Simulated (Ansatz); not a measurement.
Isolated molecules relaxed with PBE0-D4/def2-TZVP in Ansatz; ΔE leaves out vibrations. CCSD(T)/CBS adds triple-zeta CCSD(T) − MP2 to the extrapolated MP2 energy (def2 sets, frozen cores). Functionals use def2-TZVPP. For Ge outer-core shells are correlated without core-valence functions, which leaves a few kJ/mol of doubt a bond. Scalar relativity is left out up to krypton. Each species was taken in one conformer, which may not be the lowest.

`F[SiH](F)[O][GeH3]` + `CC(=O)[SiH3]` → `F[SiH](F)[SiH3]` + `CC(=O)[O][GeH3]`  (redistribution)

```
             level  ΔE (kJ/mol)
       LDA (SPW92)         51.5
         revPBE-D4         60.9
           BLYP-D4         79.1
           r2SCAN0         78.0
             BHLYP         90.7
      MP2/def2-SVP         71.9
SCS-MP2/def2-TZVPP         96.4
CCSD(T)/def2-TZVPP         87.2
```

(1) What does CCSD(T)/CBS give? (Estimate.)

Largest T1 diagnostic among the species: 0.015.

Results:

(1) The calculation gave: +91.0 kJ/mol. The listed levels differ from it by -39.5, -30.1, -11.9, -13.0, -0.3, -19.1, 5.4, -3.8 kJ/mol.

Leaving LDA and LC-ωPBE aside and taking each functional with its dispersion term where it has one, the values, not all of them listed here, spread over 32.5 kJ/mol, from PBE-D4 to BHLYP-D4. LDA lies −7.1 kJ/mol from PBE without D4. From PBE to PBE0 (25 % exact exchange), in def2-TZVPP and without D4, ΔE moves by +7.4 kJ/mol. In def2-TZVPP, CCSD(T) changes the Hartree–Fock value by −12.2 kJ/mol (the triples alone add −3.7 kJ/mol) and MP2 by −6.1 kJ/mol.
